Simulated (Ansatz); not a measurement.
This Ansatz (a quantum-chemistry and plane-wave program) input (CCSD(T)/6-311+G**) gives -37.76764 Eh with 22 basis functions. A basis named .json is the Basis Set Exchange file of that set (core-valence sets with the plain set on hydrogen).

Ansatz 0.2 input:
```yaml
crystal:
  periodic: [false, false, false]
  atoms:
    - {symbol: C, position_ang: [0.00000000, 0.00000000, 0.00000000]}
basis:
  gaussian:
    orbitals: 6-311+G__.json
magnetization: {spin_polarized: true, initial_magnetization: 2}
correlation: {method: ccsd_t, electrons: outside_noble_gas}
scf: {lower_state_search: full}
```

Change:
```diff
- orbitals: 6-311+G__.json
+ orbitals: def2-QZVPPD.json
```

What does the run give now?

-37.78656 Eh (CCSD(T)/def2-QZVPPD, 63 functions), a change of -18.92 mEh.
